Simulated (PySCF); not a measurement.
PySCF input (TPSSh/def2-TZVPD):

```python
from pyscf import gto, scf, dft

mol = gto.M(
    atom='''
    B    -0.44724455   -0.28636608   -0.00923823
    O    -0.62355583    1.04373518    0.11723837
    O     0.69042876   -1.00091713   -0.11585705
    H     0.17630645    1.59392170    0.13719066
    H     1.52493286   -0.50463571   -0.10205006
    ''',
    basis='def2-tzvpd',
    charge=0,
    spin=1,
    verbose=4,
)

mf = dft.UKS(mol, xc='tpssh').density_fit(auxbasis='def2-universal-jkfit')
mf.grids.level = 3
mf.conv_tol = 1e-9
mf.max_cycle = 100
mf.max_memory = 1500
mf.kernel()
if not mf.converged:
    mf = mf.newton()
    mf.kernel(mf.make_rdm1())
for _ in range(2):
    mo, _, stable, _ = mf.stability(return_status=True)
    if stable:
        break
    mf.kernel(mf.make_rdm1(mo, mf.mo_occ))
mf.analyze()
```

End of the output:

```
Extra cycle  E= -176.598975508519  delta_E= 6.68e-11  |g|= 1.85e-05  |ddm|= 1.94e-05
converged SCF energy = -176.598975508519  <S^2> = 0.7525541  2S+1 = 2.0025525
uhf_internal: lowest eigs of H = [0.32834559 0.33054273 0.38631624]
<class 'pyscf.df.df_jk.DFUKS'> wavefunction is stable in the internal stability analysis
**** SCF Summaries ****
Total Energy =                        -176.598975508518777
Nuclear Repulsion Energy =              60.064295892542233
One-electron Energy =                 -360.334040931384834
Two-electron Energy =                  123.670769530323810
Two-electron Coulomb Energy =          145.701806014381077
DFT Exchange-Correlation Energy =      -22.031036484057275
HOMO-LUMO gap [eV] =                     3.154454481641406
**** MO energy ****
                             alpha | beta                alpha | beta
MO #1   energy= -19.0884334321508  | -19.0874652468888  occ= 1 | 1
MO #2   energy= -19.0884237229669  | -19.0874555085632  occ= 1 | 1
MO #3   energy= -6.75738392899863  | -6.74493055941447  occ= 1 | 1
MO #4   energy= -1.0381377433924   | -1.03535512837979  occ= 1 | 1
MO #5   energy= -1.00953347878933  | -1.0074744670564   occ= 1 | 1
MO #6   energy= -0.57231305776785  | -0.559806049069897 occ= 1 | 1
MO #7   energy= -0.550941758636146 | -0.544859290257743 occ= 1 | 1
MO #8   energy= -0.429310216320353 | -0.424741242428333 occ= 1 | 1
MO #9   energy= -0.391084534620862 | -0.386253485782742 occ= 1 | 1
MO #10  energy= -0.348958530093189 | -0.346623444226588 occ= 1 | 1
MO #11  energy= -0.328044986974803 | -0.328471930385213 occ= 1 | 1
MO #12  energy= -0.199918286126394 | -0.0839942211293767 occ= 1 | 0
MO #13  energy= -0.0235519326828779 | -0.00540935795249808 occ= 0 | 0
MO #14  energy= 0.00661277325130467 | 0.0218419738472695 occ= 0 | 0
MO #15  energy= 0.0144294440152349 | 0.0388560913256818 occ= 0 | 0
MO #16  energy= 0.0333509828271976 | 0.0499880798145088 occ= 0 | 0
MO #17  energy= 0.0560791439694448 | 0.0658835815615806 occ= 0 | 0
MO #18  energy= 0.0796557127474626 | 0.0871037066193026 occ= 0 | 0
MO #19  energy= 0.0805832956153029 | 0.0879077070038597 occ= 0 | 0
MO #20  energy= 0.096286639186945  | 0.0997231059967892 occ= 0 | 0
MO #21  energy= 0.0986048223607567 | 0.116000587022946  occ= 0 | 0
MO #22  energy= 0.116032087199026  | 0.124815008417153  occ= 0 | 0
MO #23  energy= 0.119493060788978  | 0.131498982803277  occ= 0 | 0
MO #24  energy= 0.128224383191723  | 0.141457414804075  occ= 0 | 0
MO #25  energy= 0.191084765765947  | 0.209679096738843  occ= 0 | 0
MO #26  energy= 0.198945492684951  | 0.213785390823677  occ= 0 | 0
MO #27  energy= 0.200718492522523  | 0.214620544448967  occ= 0 | 0
MO #28  energy= 0.20633034385345   | 0.218057924482308  occ= 0 | 0
MO #29  energy= 0.22881446827905   | 0.236949684107431  occ= 0 | 0
MO #30  energy= 0.231109555921203  | 0.242994029882008  occ= 0 | 0
MO #31  energy= 0.244784760057768  | 0.260249251851446  occ= 0 | 0
MO #32  energy= 0.247521516302159  | 0.261156898353861  occ= 0 | 0
MO #33  energy= 0.259104772878772  | 0.268218381688771  occ= 0 | 0
MO #34  energy= 0.272749609928713  | 0.275691766012752  occ= 0 | 0
MO #35  energy= 0.286630860601144  | 0.290960933464242  occ= 0 | 0
MO #36  energy= 0.297468613631775  | 0.306528388092719  occ= 0 | 0
MO #37  energy= 0.299600069327569  | 0.31543546011362   occ= 0 | 0
MO #38  energy= 0.314941373101688  | 0.329513562787952  occ= 0 | 0
MO #39  energy= 0.338540204337495  | 0.346387522840731  occ= 0 | 0
MO #40  energy= 0.363179222769059  | 0.371382177120957  occ= 0 | 0
MO #41  energy= 0.395439859610338  | 0.402988706630346  occ= 0 | 0
MO #42  energy= 0.406936847215627  | 0.426379129417469  occ= 0 | 0
MO #43  energy= 0.477331657556487  | 0.482092354373517  occ= 0 | 0
MO #44  energy= 0.50453625125231   | 0.508287278988838  occ= 0 | 0
MO #45  energy= 0.507322570119579  | 0.513154587662589  occ= 0 | 0
MO #46  energy= 0.508128829916113  | 0.521685967471445  occ= 0 | 0
MO #47  energy= 0.514864927419758  | 0.523471239316408  occ= 0 | 0
MO #48  energy= 0.521406259509199  | 0.526435149370036  occ= 0 | 0
MO #49  energy= 0.548076559693904  | 0.559187587700994  occ= 0 | 0
MO #50  energy= 0.55234516089345   | 0.567445489272599  occ= 0 | 0
MO #51  energy= 0.626783607691659  | 0.643311881694784  occ= 0 | 0
MO #52  energy= 0.645429094464842  | 0.654567462841832  occ= 0 | 0
MO #53  energy= 0.705211168222208  | 0.710069216272334  occ= 0 | 0
MO #54  energy= 0.718459016138469  | 0.724717540966059  occ= 0 | 0
MO #55  energy= 0.727044176575094  | 0.73267925231933   occ= 0 | 0
MO #56  energy= 0.736482461015404  | 0.740069767037094  occ= 0 | 0
MO #57  energy= 0.763234824672672  | 0.769067851104844  occ= 0 | 0
MO #58  energy= 0.768326125831147  | 0.777929271409261  occ= 0 | 0
MO #59  energy= 0.799124392751246  | 0.805632936155458  occ= 0 | 0
MO #60  energy= 0.891505039069713  | 0.905720771590755  occ= 0 | 0
MO #61  energy= 0.90642821452334   | 0.921857269107563  occ= 0 | 0
MO #62  energy= 0.913426023234268  | 0.928744655144659  occ= 0 | 0
MO #63  energy= 0.977303625194089  | 0.98265763552352   occ= 0 | 0
MO #64  energy= 1.00251754299258   | 1.00861604707167   occ= 0 | 0
MO #65  energy= 1.01861788712297   | 1.02431493218048   occ= 0 | 0
MO #66  energy= 1.10097305121503   | 1.11882814679701   occ= 0 | 0
MO #67  energy= 1.14089393325186   | 1.14549255101266   occ= 0 | 0
MO #68  energy= 1.19053937831598   | 1.20339240347424   occ= 0 | 0
MO #69  energy= 1.30715972337674   | 1.32386365696198   occ= 0 | 0
MO #70  energy= 1.33632710653883   | 1.34512065007296   occ= 0 | 0
MO #71  energy= 1.51173450411129   | 1.51414417399238   occ= 0 | 0
MO #72  energy= 1.52921424338006   | 1.53617473227505   occ= 0 | 0
MO #73  energy= 1.5640322641737    | 1.57302316281016   occ= 0 | 0
MO #74  energy= 1.60476865447284   | 1.60868694782155   occ= 0 | 0
MO #75  energy= 1.61475489041879   | 1.61937129876942   occ= 0 | 0
MO #76  energy= 1.66032183715323   | 1.67214796447639   occ= 0 | 0
MO #77  energy= 1.75702741841583   | 1.76184086800395   occ= 0 | 0
MO #78  energy= 1.79110412857454   | 1.79918610742326   occ= 0 | 0
MO #79  energy= 1.82789218969028   | 1.84546425186059   occ= 0 | 0
MO #80  energy= 1.89025328705707   | 1.9128438856401    occ= 0 | 0
MO #81  energy= 1.957372168432     | 1.97514494456375   occ= 0 | 0
MO #82  energy= 1.96290938028797   | 1.97618499496602   occ= 0 | 0
MO #83  energy= 1.98598135510733   | 2.02456795953881   occ= 0 | 0
MO #84  energy= 2.02978155397788   | 2.05144717961517   occ= 0 | 0
MO #85  energy= 2.12988691134038   | 2.1507490703481    occ= 0 | 0
MO #86  energy= 2.168612656075     | 2.1754077131003    occ= 0 | 0
MO #87  energy= 2.19877804316416   | 2.21633475280915   occ= 0 | 0
MO #88  energy= 2.29147458092593   | 2.29208817235626   occ= 0 | 0
MO #89  energy= 2.31434284639241   | 2.32315226698447   occ= 0 | 0
MO #90  energy= 2.33828040489529   | 2.36140289090583   occ= 0 | 0
MO #91  energy= 2.37494908732863   | 2.38245743260282   occ= 0 | 0
MO #92  energy= 2.44855323722073   | 2.45251243210325   occ= 0 | 0
MO #93  energy= 2.54869670724764   | 2.56813865843911   occ= 0 | 0
MO #94  energy= 2.57513886007602   | 2.5820870533138    occ= 0 | 0
MO #95  energy= 2.5899292975132    | 2.59877724627194   occ= 0 | 0
MO #96  energy= 2.68613482550981   | 2.68960753417749   occ= 0 | 0
MO #97  energy= 2.77147262677252   | 2.77863774005106   occ= 0 | 0
MO #98  energy= 2.87567602514146   | 2.88293874102792   occ= 0 | 0
MO #99  energy= 2.96418422066618   | 2.9715849424029    occ= 0 | 0
MO #100 energy= 2.9721486460995    | 2.9816221097418    occ= 0 | 0
MO #101 energy= 3.07730730346123   | 3.07966625290776   occ= 0 | 0
MO #102 energy= 3.13346765652333   | 3.13463866341085   occ= 0 | 0
MO #103 energy= 3.25334675353046   | 3.25577545488738   occ= 0 | 0
MO #104 energy= 3.39118870589144   | 3.3943779037641    occ= 0 | 0
[...]
```

It need not be the lowest isomer of its formula.
